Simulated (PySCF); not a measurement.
Static polarisabilities and like-pair C6 coefficients by linear response at wB97X-D/def2-SVPD (PySCF, frozen core in the response, non-relativistic, gas phase), PBE0-D3(BJ)/def2-SVP geometries, one conformer each; atomic units unless stated.

```tsv
label	species	α	C6
P	`FB(F)[C@@H]1C=C[C@@H](F)C1`	68.1	2169
Q	`CP(C)c1ccccn1`	115.6	4860
R	`COC1=CC(=O)OC=C1`	82.0	2712
S	`O=C(F)c1cccs1`	78.4	2359
```

Problem. Estimate the unlike-pair coefficients by the rule C6(AB) = 2·C6(AA)·C6(BB) / [C6(AA)·αB/αA + C6(BB)·αA/αB], and compare with the geometric mean.

Solution. 
| pair | combination rule | geometric mean | ratio |
| --- | --- | --- | --- |
| PQ | 3221 | 3247 | 0.992 |
| PR | 2419 | 2426 | 0.997 |
| PS | 2251 | 2262 | 0.995 |
| QR | 3626 | 3631 | 0.999 |
| QS | 3384 | 3386 | 1.000 |
| RS | 2529 | 2529 | 1.000 |

The rule is exact for one-pole polarisabilities and never exceeds the geometric mean; the two meet where both partners have the same effective excitation energy. These unlike-pair values are estimates, not computed integrals.
